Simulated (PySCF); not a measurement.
## Relaxation of singlet TeO2

Level of theory: PySCF, BP86, basis Te def2-TZVP with ECP28, O def2-TZVP (scalar-relativistic core potentials, no spin–orbit coupling, density fitting). A (50,194) grid was used.

A hand-made linear start, of D∞h symmetry, held to at least that symmetry:

Coordinates in bohr (charge 0 multiplicity 1):
```
Te    0.0000    0.0000    0.0000
O     0.0000    0.0000    3.4960
O     0.0000    0.0000   -3.4960
```

At each step, columns x, y, z (Å) and Fx, Fy, Fz (eV/Å):

```
step 0  E − E(last) = 4.54 kJ/mol
Te   0.000   0.000   0.000   0.000   0.000   0.000
O    0.000   0.000   1.850   0.000   0.000   1.237
O    0.000   0.000  -1.850   0.000   0.000  -1.237
step 1  E − E(last) = 0.21 kJ/mol
Te   0.000   0.000   0.000   0.000   0.000   0.000
O    0.000   0.000   1.898   0.000   0.000  -0.249
O    0.000   0.000  -1.898   0.000   0.000   0.249
step 2  E − E(last) = 0.00 kJ/mol
Te   0.000   0.000   0.000   0.000   0.000   0.000
O    0.000   0.000   1.890   0.000   0.000  -0.025
O    0.000   0.000  -1.890   0.000   0.000   0.025
step 3  E − E(last) = 0.00 kJ/mol
Te   0.000   0.000   0.000   0.000   0.000   0.002
O    0.000   0.000   1.889   0.000   0.000  -0.001
O    0.000   0.000  -1.889   0.000   0.000  -0.001
```

It ends at D∞h with Te–O 1.889 Å (×2); O–Te–O 180.0°. A frequency run shows 2 imaginary modes (one degenerate set), down to 347i cm⁻¹, so it is a higher-order saddle point. Other isomers or separated fragments may lie lower.

The relaxation took about 19 core-seconds on a shared host.
